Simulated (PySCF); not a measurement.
# Frontier orbitals and the lowest excitations

C4H6FN2 (charge +1).
Structure used (GFN2-xTB), in Å, numbered top down from 1:
```
atom  x, y, z in Å
C1    -1.9281   -0.1464   -0.0672
C2    -0.4673    0.0395   -0.0015
C3     0.2951    1.1430    0.2422
N4     1.6166    0.7649    0.1880
C5     1.6555   -0.5305   -0.0809
F6     2.7372   -1.2339   -0.2069
N7     0.4201   -1.0028   -0.2024
H8    -2.2574   -0.8729    0.6745
H9    -2.4342    0.7956    0.1186
H10   -2.2250   -0.5156   -1.0479
H11   -0.0013    2.1516    0.4459
H12    2.4169    1.3708    0.3286
H13    0.1674   -1.9626   -0.4087
```

Theory: TDDFT PBE0/def2-SVPD, vertical, gas phase, core orbitals frozen in the response (PySCF 2.14.0, density-fitted response routines).

Kohn–Sham orbitals with the atoms that hold most of them (Löwdin shares over 4%, at most four atoms; ? is withheld):

| orbital | ε (eV) | atoms |
| --- | --- | --- |
| LUMO+2 | -3.88 | C5 28%, H13 13%, H12 12%, C3 9% |
| LUMO+1 | -4.35 | C3 32%, C2 31%, N4 10%, N7 8% |
| LUMO | ? | ? |
| HOMO | -12.26 | ? |
| HOMO-1 | -15.09 | N7 39%, N4 26%, C5 7%, C1 7% |
| HOMO-2 | -15.75 | C1 44%, H9 22%, H10 8%, H8 8% |
| HOMO-3 | -16.38 | C1 35%, N4 14%, H8 13%, H10 13% |

Which atoms hold the HOMO, and with what shares?

C3 (bonded to C, N and H) 28%; C2 (bonded to 2 C and N) 25%; C5 (bonded to F and 2 N) 12%; N4 (bonded to 2 C and H) 9%. By element: carbon 66% or more, nitrogen 9% or more.

Which atoms hold the LUMO, and with what shares?

C5 (bonded to F and 2 N) 34%; N4 (bonded to 2 C and H) 21%; N7 (bonded to 2 C and H) 21%; F6 (bonded to C) 10%. By element: nitrogen 42%, carbon 34% or more, fluorine 10%.

What is the LUMO energy, and the HOMO–LUMO gap?

ε(LUMO) = -5.36 eV; the gap is 6.90 eV (0.2535 hartree).

The HOMO–LUMO gap is 6.90 eV. Where does the response calculation put the lowest singlet, and from which orbitals?

S1 is at 6.11 eV (f = 0.136), 0.79 eV below the gap, made of HOMO→LUMO (97%). 

Give energy, strength and leading configuration of S1 and S3, and follow the Löwdin shares of the leading atoms from the occupied to the empty orbital.

- S1 (6.11 eV, f 0.136), HOMO→LUMO (97%): C3 28% → at most 11%, C2 25% → at most 11%, C5 12% → 34%, N4 9% → 21%
- S3 (7.35 eV, f 0.164), HOMO→LUMO+1 (88%): C3 28% → 32%, C2 25% → 31%

Löwdin shares depend on the basis, the more so with diffuse functions.

On one thread, x86-64 server (shared host), this took 41 s of wall time (grids of density and orbitals included).
